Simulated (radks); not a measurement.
The numbers below are computed, except where a source is named.
Species: Zr XXV. Configuration: [Ne] 3s2 3p4 (the NIST ground configuration). Code: a radial shooting solver on a logarithmic mesh with Libxc functionals. Model: non-relativistic Kohn-Sham, PBE, spin-polarised, spherical densities, point nucleus; open shells are filled with parallel spins first (spin-orbit coupling, left out, can overturn this in heavy ions); relativity is left out, which matters for an element this heavy. Some entries of the table are withheld. Estimate them.

orbital,occ.,eigenvalue (eV),<r> (bohr)
1s up,1,-18497.39,0.03815
1s down,1,-18494.48,0.03814
2s up,1,-3423.139,0.1655
2s down,1,-3421.001,0.1654
2p up,3,-3234.581,0.1419
2p down,3,-3231.425,0.1419
3s up,1,(1),0.4124
3s down,1,(2),0.4133
3p up,3,-1180.865,0.3980
3p down,1,-1171.116,0.3988

Answer. 
(1) 3s up eigenvalue (eV): -1247.829
(2) 3s down eigenvalue (eV): -1238.167
